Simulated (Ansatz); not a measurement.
Z-matrix (Å, degrees):
```
C
N 1 1.454
H 1 1.093 2 109.7
H 1 1.097 2 114.0 3 -120.9
H 1 1.093 2 109.7 3 117.2
Ge 2 1.807 1 119.1 3 48.7
H 2 1.011 1 113.0 3 -175.3
Cl 6 2.136 2 106.4 1 173.0
Cl 6 2.160 2 112.7 1 55.5
H 6 1.527 2 112.3 1 -65.1
```

Total charge 0; spin multiplicity 1.

Q: List the PBE0/def2-TZVPP orbital energies in eV (the Gaussian-basis code of Ansatz). (Estimate.)

A: Ansatz gave: Occupied: -10861.61, -2767.50, -2767.27, -1359.76, -1209.61, -1209.59, -1209.55, -391.72, -279.20, -259.34, -259.11, -197.63, -197.47, -197.47, -197.39, -197.25, -197.24, -172.57, -122.42, -122.36, -122.27, -35.28, -35.26, -35.18, -35.12, -35.10, -25.12, -23.22, -22.61, -19.10, -15.76, -13.74, -12.62, -12.25, -11.18, -11.09, -10.62, -9.49, -9.33, -9.08, -9.00, -7.50. Lowest empty: -0.42, 0.35, 0.96, 1.59, 1.96, 2.12, 3.34, 3.41.
